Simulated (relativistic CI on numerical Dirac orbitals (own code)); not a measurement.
**Spin-allowed bands of a d2 ion in an octahedral site, by hand**

Problem. Take Δ = 24900 cm⁻¹ and B = 900 cm⁻¹ for a d2 ion in an octahedral site. Calculate the three spin-allowed bands.

Working.
1. The terms of highest spin are 3F (energy 0) and 3P (15B = 13500 cm⁻¹). Here the F term splits into A2 at +1.2Δ = 29880, T2 at +0.2Δ = 4980 and T1 at −0.6Δ = -14940 cm⁻¹.
2. The two T1 states mix through the element 0.4Δ: H = [[-14940, 9960], [9960, 13500]], with roots ½(H₁₁ + H₂₂) ∓ ½√[(H₂₂ − H₁₁)² + 4H₁₂²] = ½(-1440) ∓ ½(34722) = -18081 and 16641 cm⁻¹.
3. The ground term is 3T1 at -18081 cm⁻¹.
4. Bands: 3T2 23061 cm⁻¹ (434 nm), 3T1(P) 34722 cm⁻¹ (288 nm), 3A2 47961 cm⁻¹ (209 nm).

Check. Exact diagonalisation of the whole d2 shell with these parameters gives 3T2 23061, 3T1 34722, 3A2 47961 cm⁻¹. The match is exact, since without spin-orbit coupling no other term has this spin. The ratio of the second band to the first, 1.506, depends on Δ/B = 27.7 alone, which is how a Tanabe-Sugano diagram is read.
